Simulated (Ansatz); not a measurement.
**A ladder of methods for GeH2S (SMILES [SH][GeH])**

GeH2S: 4 atoms, total charge 0, spin state singlet. SMILES: `[SH][GeH]`. Geometry: relaxed at PBE0-D4/def2-TZVP.

Each level gives the vertical energy of the triplet above the singlet (eV). The values are calculated.

```
         level                    kind  program  value (eV)  less FCI/STO-3G  CPU time (all runs)
     HF/STO-3G            Hartree–Fock   Ansatz        1.45            -0.56                0.5 s
 revPBE/STO-3G                     GGA   Ansatz        1.83            -0.18                  8 s
 r2SCAN/STO-3G                meta-GGA   Ansatz        1.87            -0.14                 15 s
  B3LYP/STO-3G           global hybrid   Ansatz        2.06            +0.05                6.1 s
r2SCAN0/STO-3G         hybrid meta-GGA   Ansatz        1.95            -0.06                 14 s
wB97M-V/STO-3G  range-separated hybrid   Ansatz        2.16            +0.15                 78 s
 B2PLYP/STO-3G           double hybrid   Ansatz        2.23            +0.22                5.6 s
RPA@PBE/STO-3G                     RPA   Ansatz        1.68            -0.33                 19 s
  CCSDT/STO-3G   coupled cluster or CI   Ansatz        2.01             0.00                2.7 s
    FCI/STO-3G      exact in the basis   Ansatz        2.01             0.00                 14 s
```

FCI/STO-3G is exact within its basis and frozen core, so for wave-function methods in that basis the difference is their error; functionals converge differently with the basis, so for them it is only a difference. All-electron rows without a relativistic Hamiltonian named are non-relativistic. The values span 1.45 to 2.23 eV. All rows use very small basis sets, so even the best lies far from the true value. In the correlated wave-function rows the outer d shell of Ge is correlated, in sets not made for it. CPU times are rough (shared hosts, several kinds of processor): they show what a rung costs within a factor of a few.
